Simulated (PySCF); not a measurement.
Compound: alpha-pinene, C10H16.
Geometry (PBE0-D3(BJ)/def2-SVP, Å), atoms numbered from 1 in this order:
```xyz
26
C10H16 angstrom
C      3.2369    1.0490    0.3841
C      2.0231    0.1944    0.2352
C      1.8972   -1.0449    0.7339
C      0.6057   -1.7933    0.5515
C     -0.3780   -0.9650   -0.2764
C      0.3655   -0.3775   -1.4952
C      0.8358    0.7376   -0.5316
C     -0.4866    0.4932    0.2743
C     -0.4894    0.7101    1.7775
C     -1.6701    1.2452   -0.3269
H      2.9911    1.9891    0.9077
H      4.0313    0.5387    0.9470
H      3.6409    1.3389   -0.6012
H      2.7139   -1.5162    1.2909
H      0.7884   -2.7636    0.0543
H      0.1672   -2.0440    1.5355
H     -1.3216   -1.5086   -0.4477
H      1.1536   -0.9941   -1.9528
H     -0.3147   -0.0196   -2.2782
H      1.0150    1.7493   -0.9289
H     -1.4098    0.2957    2.2206
H      0.3708    0.2446    2.2756
H     -0.4695    1.7872    2.0108
H     -2.6140    0.8914    0.1184
H     -1.5874    2.3235   -0.1157
H     -1.7529    1.1254   -1.4158
```

The closed-shell ground state was solved at several levels (PySCF, density fitting, gas phase, non-relativistic).

```
              level  basis functions  total energy (Eh)  HOMO (eV)  LUMO (eV)  gap (eV)  dipole (D)
       PBE/pcSseg-1              250          -390.0742      -5.32      -0.41      4.91        0.20
CAM-B3LYP/def2-SVPD              328          -390.1646      -7.70       1.28      8.98        0.17
```

**Question.** What might PBE0/pcSseg-1 (250 basis functions) give for the same quantities?

**Answer.** Total energy -390.1383 Eh, HOMO -6.40 eV, LUMO 0.61 eV, gap 7.01 eV, dipole 0.20 D.

**Question.** Over all these levels, which gives the widest orbital gap and which the narrowest?

**Answer.** CAM-B3LYP/def2-SVPD (range-separated hybrid) has the widest, 8.98 eV, and PBE/pcSseg-1 (GGA) the narrowest, 4.91 eV. Functional and basis both differ between the two, so the spread mixes both effects.

**Question.** How far do the dipole and the HOMO energy spread over the levels?

**Answer.** The dipole runs from 0.17 to 0.20 D (mean 0.19 D) and the HOMO from -7.70 to -5.32 eV.
